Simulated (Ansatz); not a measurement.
The cluster NbO3H. Total charge 0; singlet. Geometry B3LYP-D4/def2-TZVP.

```tsv
atom	x (Å)	y (Å)	z (Å)
Nb1	-0.203	0.149	-0.187
O2	1.062	-0.064	1.232
O3	0.327	0.854	-1.647
O4	0.784	-1.329	0.521
H5	-1.970	0.390	0.081
```

In the def2 sets Nb takes a core potential; there is no spin–orbit coupling. HSE06 is defined as in plane-wave codes, on full-range PBE exchange. The structure holds one bond between oxygen atoms, so isomers without such links may lie far lower. Another isomer (singlet) lies 3.80 eV lower at PBE0-D4/def2-TZVP; other spin states weren't run for this one.

Estimate the orbital energies around the gap (eV) in Ansatz with PBE-D4/def2-TZVP, r2SCAN-D4/def2-TZVP, PBE0-D4/def2-TZVP, HSE06-D4/def2-TZVP, CAM-B3LYP-D4/def2-TZVP.


```
orbital  PBE-D4/def2-TZVP  r2SCAN-D4/def2-TZVP  PBE0-D4/def2-TZVP  HSE06-D4/def2-TZVP  CAM-B3LYP-D4/def2-TZVP
 HOMO−9            -21.25               -22.44             -24.03              -23.62                  -25.49
 HOMO−8            -12.16               -12.45             -13.50              -13.09                  -14.90
 HOMO−7            -11.20               -11.60             -13.06              -12.64                  -14.64
 HOMO−6            -11.14               -11.57             -12.93              -12.52                  -14.47
 HOMO−5             -9.55                -9.90             -11.21              -10.79                  -12.76
 HOMO−4             -9.10                -9.48             -10.77              -10.35                  -12.29
 HOMO−3             -8.59                -8.98             -10.29               -9.88                  -11.82
 HOMO−2             -8.49                -8.80             -10.00               -9.59                  -11.47
 HOMO−1             -7.65                -8.04              -9.16               -8.75                  -10.70
   HOMO             -6.78                -7.07              -8.34               -7.93                   -9.85
   LUMO             -4.75                -4.56              -3.88               -4.26                   -2.95
 LUMO+1             -3.84                -3.76              -3.12               -3.49                   -2.16
 LUMO+2             -2.35                -2.00              -1.03               -1.41                   -0.07
 LUMO+3             -1.65                -1.48              -0.89               -1.26                    0.04
 LUMO+4             -1.16                -0.95              -0.15               -0.52                    0.80
 LUMO+5             -0.74                -0.52              -0.01               -0.37                    0.85
```
